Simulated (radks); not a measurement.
Values are calculated unless marked as measured or tabulated.
Task: The mean radii <r> (bohr) of the occupied orbitals of an atom or ion are listed with their occupations. Level of theory: scalar-relativistic Kohn-Sham, BLYP, spin-polarised, spherical densities, finite nucleus; Fermi nuclear charge, rms radius of each element as measured or else 0.836 A^(1/3) + 0.57 fm (a radial shooting solver on a logarithmic mesh with Libxc functionals).

| orbital | occ. | <r> |
|---|---|---|
| 1s up | 1 | 0.01966 |
| 1s down | 1 | 0.01966 |
| 2s up | 1 | 0.08332 |
| 2s down | 1 | 0.08332 |
| 2p up | 3 | 0.07413 |
| 2p down | 3 | 0.07412 |
| 3s up | 1 | 0.2152 |
| 3s down | 1 | 0.2151 |
| 3p up | 3 | 0.2142 |
| 3p down | 3 | 0.2141 |
| 3d up | 5 | 0.1936 |
| 3d down | 5 | 0.1936 |
| 4s up | 1 | 0.4464 |
| 4s down | 1 | 0.4465 |
| 4p up | 3 | 0.4603 |
| 4p down | 3 | 0.4606 |
| 4d up | 3 | 0.4634 |

Name the element and its charge. Open shells, if any, are filled with parallel spins first.

Result: Z = 70, ytterbium, charge +31: Yb31+ in [Kr] 4d3. The 1s radius gives Z: for a bare nucleus <r> = (2 gamma + 1)/(2Z) with gamma = sqrt(1 - (Z/c)^2), 0.01942 bohr for Z = 70, and screening makes it slightly larger (0.01966 here). The occupations add up to 39, and the charge is Z minus that.
